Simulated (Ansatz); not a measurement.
Complex (SMILES): [H][H] (H2) with [SiH3][SiH3] (Si2H6), atoms 1 to 2 the first; geometry from B3LYP-D3(BJ)/def2-TZVP, monomers rigid:
```xyz
10

H      0.3397     0.0222     0.2902
H      0.6122     0.2666    -0.3576
Si     0.3200    -3.2284    -1.0917
Si     1.0226    -2.2141    -3.0850
H      0.1535    -4.6882    -1.2985
H      1.3218    -3.0132    -0.0199
H     -0.9775    -2.6616    -0.6511
H      1.2073    -0.7551    -2.8941
H      2.3113    -2.7989    -3.5296
H      0.0137    -2.4266    -4.1514
```

Interaction energy at MP2 with Ansatz (a program for electronic structure), kcal/mol, without and with the counterpoise correction (monomers among the partner's ghost functions). Cartesian d functions, on some or all atoms, in 6-311+G**; all else is spherical. Cores are frozen. No added dispersion term, no relativity. Reference, counterpoise-corrected: Hartree-Fock in aug-cc-pV(Q+d)Z plus the correlation part extrapolated as X^-3 from aug-cc-pV(T+d)Z and aug-cc-pV(Q+d)Z, -0.45.

```csv
basis,functions,uncorrected,counterpoise,counterpoise correction,mean of both
6-31G,42,0.00,0.31,0.31,0.15
6-311+G**,110,-0.19,0.03,0.22,-0.08
"6-311++G(2d,2p)",150,-0.28,-0.19,0.09,-0.24
def2-TZVPD,158,-0.43,-0.22,0.21,-0.33
def2-TZVPPD,232,-0.41,-0.31,0.10,-0.36
"6-311++G(3df,3pd)",238,-0.47,-0.32,0.15,-0.40
def2-QZVP,380,-0.39,-0.36,0.03,-0.37
def2-QZVPP,380,-0.39,-0.36,0.03,-0.37
```

The corrected value lies nearer the reference in 0 of 8 rows.
